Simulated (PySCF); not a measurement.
Unknown compound

Molecular formula: C2H7BN2. Simulated spectra:

1H NMR (600 MHz, computed): δ 4.13 (br, 1H), 3.73 (s, 4H), 2.49 (br s, 2H).

13C{1H} NMR (computed): δ 48.4 (2C).

No relativistic terms, equivalent nuclei averaged, one computed conformer, no solvent model. Geometry: PBE0-D3(BJ)/def2-SVP; spin–spin couplings from B3LYP/pcJ-1 (spin–dipole term only in couplings to heteroatoms); σ from GIAO-KT2/pcSseg-2; PySCF.

Referencing at the same level of theory: 1H, 13C vs TMS.

Question: Propose a structure and justify it.

Answer: 
1 carbon signal for 2 carbons: some carbons are equivalent by symmetry or fast rotation. Carbon types of the structure: 2 × CH2, leaving 3 H on heteroatoms. δC 48.4: sp3 CH2 bonded to N; pulled downfield by the heteroatom. δH 4.13: hydrogen on a boron bonded to 2 N, in a 5-membered ring. δH 3.73: hydrogen on an sp3 CH2 bonded to N; its carbon carries N, an electronegative neighbour. δH 2.49: hydrogen on a nitrogen bonded to C, B, in a 5-membered ring; exchangeable, gas-phase position.

Structure: `InChI=1S/C2H7BN2/c1-2-5-3-4-1/h3-5H,1-2H2`.

The shifts were computed for this structure.

Exchangeable OH/NH protons stand at their gas-phase positions; hydrogen bonding in a real sample shifts them, mostly to higher δ. Hydrogens on boron are broadened and split by 11B (spin 3/2, 80 %) and 10B (spin 3). Shifts are as computed. Against solution values, carbons near 30 ppm lie about +3 ppm off and those near 130 ppm about -1 ppm. Of 1211 compounds with measured shifts, 218 miss one by over three times the rms of a fit or turn the order of signals round; such compounds aren't used in these exercises. Couplings to exchangeable protons are dropped.
